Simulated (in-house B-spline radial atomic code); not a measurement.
Ionisation energies along the 56-electron series, configuration 1s2 2s2 2p6 3s2 3p6 3d10 4s2 4p6 4d10 4f5/2(2) 5s2 5p6, as differences of self-consistent energies. Dirac energy differences include first-order Breit, QED and recoil terms. NIST's values go from ground level to ground level; the uncertainty of those that are theory runs from under 0.1 % in few-electron ions to several per cent in heavy many-electron ones. Computed with a B-spline radial code for spherical atoms: Dirac-Hartree-Fock, jj configuration that fills j = l - 1/2 first, finite nuclei.

A number in brackets counts the electrons of a j subshell.

```
 ion                       configuration after  ionisation energy (eV)  IE/(q+1)² (eV)  -ε less Coulomb ΔSCF (eV)  Breit and QED recoil part (eV)  tabulated value (eV)  tabulated kind  computed minus tabulated (eV)
Ce2+                             [Xe] 4f5/2(1)                   17.54          1.9487                     3.0154                         0.10284               20.1974  semi-empirical                          -2.66
Pr3+                             [Xe] 4f5/2(1)                   36.44          2.2772                     3.2426                         0.12465                38.981  semi-empirical                          -2.55
Nd4+  [Kr] 4d10 4f5/2(2) 5s2 5p1/2(2) 5p3/2(3)                   66.91          2.6766                          -                       -0.031033                     -               -                              -
```
